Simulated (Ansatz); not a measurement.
`[F][Hf]([F])([Cl])[Br]` at its PBE0-D4/def2-TZVP geometry, where that method's forces vanish. The species carries charge 0 and has multiplicity 1. Hf: def2 effective core potential.

```tsv
atom	x (Å)	y (Å)	z (Å)
F1	-0.874	1.674	-0.476
Hf2	-0.025	0.035	-0.098
F3	-0.125	-1.045	-1.639
Cl4	2.211	0.428	0.423
Br5	-1.188	-1.092	1.790
```

(1) For each bond, give half the difference of the two atoms' forces along it (eV/Å; positive pushes the atoms apart) under PBE-D4, r2SCAN-D4, B3LYP-D4, ωB97M-V in def2-TZVPP. (Estimate.)

Answers

(1) Computed: 
```tsv
bond	length (Å)	PBE-D4	r2SCAN-D4	B3LYP-D4	ωB97M-V
F1–Hf2	1.884	0.25	0.05	0.16	0.03
Hf2–F3	1.884	0.25	0.05	0.16	0.03
Hf2–Cl4	2.329	0.06	0.08	0.14	0.10
Hf2–Br5	2.488	0.03	0.04	0.11	0.04
```

B3LYP here is the variant with VWN-RPA as its local correlation; programs differ in this.
